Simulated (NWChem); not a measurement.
Everything below was run with NWChem. System: sulfur trioxide (O₃S), charge 0, spin multiplicity 1, at a geometry optimised with PBE/def2-SVP. Level: G0W0@CAM-B3LYP/def2-SVPD, RI basis def2-svpd-rifit.

NWChem printed:

```
             Northwest Computational Chemistry Package (NWChem) 7.3.0
             --------------------------------------------------------

                                NWChem Input Module
                                -------------------

 Scaling coordinates for geometry "geometry" by  1.889725989
 (inverse scale =  0.529177249)

 Turning off AUTOSYM since
 SYMMETRY directive was detected!

                             Geometry "geometry" -> ""
                             -------------------------

 Output coordinates in angstroms (scale by  1.889725989 to convert to a.u.)

  No.       Tag          Charge          X              Y              Z
 ---- ---------------- ---------- -------------- -------------- --------------
    1 O                    8.0000     0.00000000     0.00000000     1.46931000
    2 S                   16.0000     0.00000000     0.00000000     0.00000600
    3 O                    8.0000    -1.27245700     0.00000000    -0.73466100
    4 O                    8.0000     1.27245700     0.00000000    -0.73466100

 Effective nuclear repulsion energy (a.u.)     178.2223998048

            Nuclear Dipole moment (a.u.)
            ----------------------------
        X                 Y               Z
 ---------------- ---------------- ----------------
     0.0000000000     0.0000000000     0.0000000000

      Symmetry information
      --------------------

 Group name             C2v
 Group number             16
 Group order               4
 No. of unique centers     3

      Symmetry unique atoms

     1    2    3


 Summary of "ao basis" -> "" (spherical)
 ------------------------------------------------------------------------------
       Tag                 Description            Shells   Functions and Types
 ---------------- ------------------------------  ------  ---------------------
 *                         def2-svpd                  on all atoms

 new library libraries.bse/

 Summary of "ri basis" -> "" (spherical)
 ------------------------------------------------------------------------------
       Tag                 Description            Shells   Functions and Types
 ---------------- ------------------------------  ------  ---------------------
 *                      def2-svpd-rifit               on all atoms

                                 NWChem DFT Module
                                 -----------------

 Summary of "ao basis" -> "ao basis" (spherical)
 ------------------------------------------------------------------------------
       Tag                 Description            Shells   Functions and Types
 ---------------- ------------------------------  ------  ---------------------
 O                         def2-svpd                 9       23   4s3p2d
 S                         def2-svpd                11       27   5s4p2d

 Summary of "ao basis" -> "ao basis" (spherical)
 ------------------------------------------------------------------------------
       Tag                 Description            Shells   Functions and Types
 ---------------- ------------------------------  ------  ---------------------
 O                         def2-svpd                 9       23   4s3p2d
 S                         def2-svpd                11       27   5s4p2d

      Symmetry analysis of basis
      --------------------------

        a1         40
        a2         11
        b1         27
        b2         18

  int_init: cando_txs set to always be  F

            General Information
            -------------------
          SCF calculation type: DFT
          Wavefunction type:  closed shell.
          No. of atoms     :     4
          No. of electrons :    40
           Alpha electrons :    20
            Beta electrons :    20
          Charge           :     0
          Spin multiplicity:     1
          Use of symmetry is: on ; symmetry adaption is: on
          Maximum number of iterations: 100
          This is a Direct SCF calculation.
          AO basis - number of functions:    96
                     number of shells:    38
          Convergence on energy requested:  1.00D-06
          Convergence on density requested:  1.00D-05
          Convergence on gradient requested:  5.00D-04
[...]
  ----- ------------  ---------------      ----- ------------  ---------------
     6      0.514876  1 O  py                 9      0.351083  1 O  py
    56     -0.257450  3 O  py                79     -0.257450  4 O  py
    59     -0.175550  3 O  py                82     -0.175550  4 O  py
    42      0.135066  2 S  d -1              12      0.071954  1 O  py
    20     -0.043855  1 O  d -1              62     -0.035976  3 O  py

 Vector   19  Occ=2.000000D+00  E=-4.757338D-01  Symmetry=a2
              MO Center= -4.9D-11,  1.6D-15, -6.6D-01, r^2= 2.1D+00
   Bfn.  Coefficient  Atom+Function         Bfn.  Coefficient  Atom+Function
  ----- ------------  ---------------      ----- ------------  ---------------
    56      0.445899  3 O  py                79     -0.445899  4 O  py
    59      0.304054  3 O  py                82     -0.304054  4 O  py
    41     -0.135067  2 S  d -2              62      0.062316  3 O  py
    85     -0.062316  4 O  py                69      0.033222  3 O  d -2
    92      0.033222  4 O  d -2

 Vector   20  Occ=2.000000D+00  E=-4.302391D-01  Symmetry=b1
              MO Center= -1.2D-14, -6.9D-21, -2.8D-04, r^2= 2.7D+00
   Bfn.  Coefficient  Atom+Function         Bfn.  Coefficient  Atom+Function
  ----- ------------  ---------------      ----- ------------  ---------------
     5      0.396378  1 O  px                57      0.343348  3 O  pz
    80     -0.343348  4 O  pz                 8      0.281181  1 O  px
    60      0.243563  3 O  pz                83     -0.243563  4 O  pz
    55     -0.198270  3 O  px                78     -0.198270  4 O  px
    58     -0.140642  3 O  px                81     -0.140642  4 O  px

 Vector   21  Occ=0.000000D+00  E=-8.278369D-02  Symmetry=b2
              MO Center= -1.2D-16, -3.8D-15, -1.1D-05, r^2= 2.2D+00
   Bfn.  Coefficient  Atom+Function         Bfn.  Coefficient  Atom+Function
  ----- ------------  ---------------      ----- ------------  ---------------
    36      0.697617  2 S  py                33      0.440045  2 S  py
     6     -0.318662  1 O  py                56     -0.318665  3 O  py
    79     -0.318665  4 O  py                 9     -0.275631  1 O  py
    59     -0.275638  3 O  py                82     -0.275638  4 O  py
    39      0.257035  2 S  py                30      0.221312  2 S  py

 Vector   22  Occ=0.000000D+00  E=-7.371734D-02  Symmetry=a1
              MO Center=  1.3D-14,  3.0D-15,  1.1D-05, r^2= 3.3D+00
   Bfn.  Coefficient  Atom+Function         Bfn.  Coefficient  Atom+Function
  ----- ------------  ---------------      ----- ------------  ---------------
    27      0.958002  2 S  s                 28      0.867750  2 S  s
    26      0.294962  2 S  s                  7      0.267451  1 O  pz
    10      0.238478  1 O  pz                 3     -0.232169  1 O  s
    53     -0.232147  3 O  s                 55     -0.231613  3 O  px
    76     -0.232147  4 O  s                 78      0.231613  4 O  px

 Vector   23  Occ=0.000000D+00  E= 5.858277D-02  Symmetry=a1
              MO Center=  4.8D-13, -1.2D-13,  1.1D-03, r^2= 1.0D+01
   Bfn.  Coefficient  Atom+Function         Bfn.  Coefficient  Atom+Function
  ----- ------------  ---------------      ----- ------------  ---------------
    28      4.818642  2 S  s                  4     -1.902652  1 O  s
    54     -1.901700  3 O  s                 77     -1.901700  4 O  s
    27      0.908128  2 S  s                 26     -0.462766  2 S  s
    13      0.457668  1 O  pz                61     -0.396145  3 O  px
    84      0.396145  4 O  px                50      0.294766  2 S  d  2

 center of mass
 --------------
 x =   0.00000000 y =   0.00000000 z =  -0.00000000

 moments of inertia (a.u.)
 ------------------
         184.969432763697           0.000000000000           0.000000000000
           0.000000000000         369.937048444419           0.000000000000
           0.000000000000           0.000000000000         184.967615680722

     Multipole analysis of the density
     ---------------------------------

     L   x y z        total         alpha         beta         nuclear
     -   - - -        -----         -----         ----         -------
     0   0 0 0     -0.000000    -20.000000    -20.000000     40.000000

     1   1 0 0     -0.000000     -0.000000     -0.000000      0.000000
     1   0 1 0     -0.000000     -0.000000     -0.000000      0.000000
     1   0 0 1     -0.000149     -0.000075     -0.000075      0.000000

     2   2 0 0    -23.935909    -58.224574    -58.224574     92.513239
     2   1 1 0     -0.000000     -0.000000     -0.000000      0.000000
     2   1 0 1      0.000000      0.000000      0.000000      0.000000
     2   0 2 0    -19.261022     -9.630511     -9.630511      0.000000
     2   0 1 1     -0.000000     -0.000000     -0.000000      0.000000
     2   0 0 2    -23.936405    -58.225276    -58.225276     92.514147

 Task  times  cpu:       10.0s     wall:       10.0s

                                NWChem Input Module
                                -------------------

                                 NWChem GW Module
                                 ----------------

                             ***********************
                             ***        GW       ***
                             ***********************

 Summary of "ri basis" -> "ri basis" (spherical)
 ------------------------------------------------------------------------------
       Tag                 Description            Shells   Functions and Types
 ---------------- ------------------------------  ------  ---------------------
 O                      def2-svpd-rifit             20       64   7s6p5d2f
 S                      def2-svpd-rifit             24       78   9s6p6d3f

  int_init: cando_txs set to always be  F
  int_init: cando_txs set to always be  F

                 Memory Information
                 ------------------
          Available GA per process is          1699.9 MBs
          Available stack per process is        700.0 MBs
          Available heap per process is           0.0 MBs

          Peak memory in Initialization
              Peak GA per process is                  4.9 MBs
              Peak stack per process is               0.1 MBs
              Peak heap per process is                5.2 MBs
              Memory not in MA per process            0.0 MBs

          Peak memory in AFF Calculation
              Peak GA per process is                 25.0 MBs
              Peak stack per process is              17.6 MBs
              Peak heap per process is                0.0 MBs
              Memory not in MA per process           17.6 MBs

          Computing 2-center integrals
          Computing Inverse Cholesky factor
          Computing 3-center integrals
          Computing V_xc ...

          Computing Sigma_x
          Computing RPA polarizability
          Solving quasiparticle equations

                  Alpha Orbitals
          State     Energy (eV)     Error (eV)
          -----------------------------------
@GW        17        -14.370           0.002
@GW        18        -13.567           0.005
@GW        19        -13.567           0.005
@GW        20        -12.363           0.005
@GW        21         -0.117           0.005
@GW        22         -0.271           0.004

   Applying  -0.6556 eV scissor-shift to rest of particle states

   Applying   2.1358 eV scissor-shift to rest of hole states

     GW Timing Statistics
   ------------------------
   Init.   :          0.0s
     ERIs  :          0.3s
     Distr.:          0.0s
     Vxc   :          0.9s
   Sigma_x :          0.0s
   RPA     :          0.4s
   Wmn     :          0.0s
   Sigma_c :          0.0s
   GW total:          1.6s

 Task  times  cpu:        1.6s     wall:        1.6s

 Total times  cpu:       11.6s     wall:       11.6s
```

Question: Write an NWChem input that would produce this output.

Answer: This is not unique; one that fits is 
```
start mol
memory heap 200 mb stack 700 mb global 1700 mb
geometry units angstroms nocenter noautoz
  O      0.000000     0.000000     1.469310
  S      0.000000     0.000000     0.000006
  O     -1.272457     0.000000    -0.734661
  O      1.272457     0.000000    -0.734661
  symmetry group C2v
end
basis spherical
  * library def2-svpd
end
basis "ri basis" bse spherical
  * library def2-svpd-rifit
end
dft
  xc xcamb88 1.00 lyp 0.81 vwn_5 0.19 hfexch 1.00
  cam 0.33 cam_alpha 0.19 cam_beta 0.46
  direct
  iterations 100
  tolerances tight
end
task dft energy
gw
  states alpha occ 4 vir 2
end
task dft gw
```
